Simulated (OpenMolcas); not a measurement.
Ir6+ (d3) among equal point charges was computed by CASSCF with the d shell active (OpenMolcas, ANO-RCC-VDZP on the metal). Its lowest spin-free states, and all those of the highest spin:

| 2S+1 | Degeneracy | E (cm-1) |
| --- | --- | --- |
| 4 | 1 | 0.0 |
| 4 | 2 | 3190 |
| 4 | 2 | 9644 |
| 4 | 2 | 10156 |
| 2 | 2 | 16850 |
| 2 | 2 | 18903 |
| 2 | 2 | 19362 |
| 4 | 2 | 19576 |
| 2 | 1 | 19818 |
| 2 | 1 | 19826 |
| 2 | 1 | 20723 |
| 2 | 2 | 21813 |
| 4 | 1 | 33743 |

Problem. Is the site octahedral, tetrahedral or cube-like, axial, or of lower symmetry?

Solution. The states with 2S+1 = 4 have orbital degeneracies 1, 2, 2, 2, 2, 1. There are pairs but no triples, so the site is axial: not cubic, but with a proper or improper axis of order three or more. The run had Ir6+ among 6 point charges of -1.7 e arranged as a trigonal prism (D3h), 2.1 Å from the ion, with a polar angle of 42.7° against the regular 49.1°.

Spin-orbit coupling mixes the spin-free states strongly: the lowest level takes only 37 % from its leading state, 4E, which lies 3190 cm-1 above the lowest spin-free state. Without dynamic correlation the repulsion within the d shell is too large (B by tens of per cent), so at a given field states of lower spin stand too high. This is an electrostatic model: the charges have no orbitals. An unlabelled pair can be two single states that coincide in this model. No measured value stands beside these numbers.
